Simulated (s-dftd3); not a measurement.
antimony atom (Sb), quartet; D3(op) for tpss run with s-dftd3 1.4.0.

s-dftd3 was given this input:
```
$ s-dftd3 mol.xyz --op tpss --json dftd3.json --noedisp --grad

# file mol.xyz
1

Sb     0.00000000     0.00000000     0.00000000
```

The log (banner, timings and long lists left out):

```
-----------------------------------
 s i m p l e   D F T - D 3  v1.4.0
-----------------------------------

Optimized power damping: tpss-D3(op)
--------------------
   s6        1.0000
   s8        0.5158
   s9        0.0000
   a1        0.5750
   a1        3.0000
  alp       14.0000
 beta        8.0000
--------------------

Dispersion energy:       0.0000000000000E+00 Eh

Gradient norm:           0.0000000000000E+00 Eh/a0
--------------------------------------------------
     #    Z           dE/dx      dE/dy      dE/dz
--------------------------------------------------
     1   51 Sb    0.000E+00  0.000E+00  0.000E+00
--------------------------------------------------

Virial:
--------------------------------------------------
      component           x          y          z
--------------------------------------------------
          x       0.000E+00  0.000E+00  0.000E+00
          y       0.000E+00  0.000E+00  0.000E+00
          z       0.000E+00  0.000E+00  0.000E+00
--------------------------------------------------

[Info] JSON dump of results written to 'dftd3.json'
```
